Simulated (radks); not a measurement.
Values are calculated unless marked as measured or tabulated.
Question: The tin ion Sn6+, configuration [Kr] 4d8. Level of theory: scalar-relativistic Kohn-Sham, SCAN, spin-unpolarised, spherical densities, finite nucleus; meta-GGA in the generalised Kohn-Sham scheme; Fermi nuclear charge, rms radius 4.6519 fm (a radial shooting solver on a logarithmic mesh with Libxc functionals). Some entries of the table are withheld. Estimate them.

orbital,occ.,eigenvalue (hartree),<1/r> (bohr^-1)
1s,2,-1071.434,53.08
2s,2,(1),12.13
2p,6,-148.4261,11.65
3s,2,-34.69977,4.318
3p,6,-29.19643,4.104
3d,10,(2),3.867
4s,2,-8.14787,1.708
4p,6,(3),1.566
4d,8,-3.93137,1.310

Answer: 
(1) 2s eigenvalue (hartree): -165.1185
(2) 3d eigenvalue (hartree): -20.76376
(3) 4p eigenvalue (hartree): -6.44855
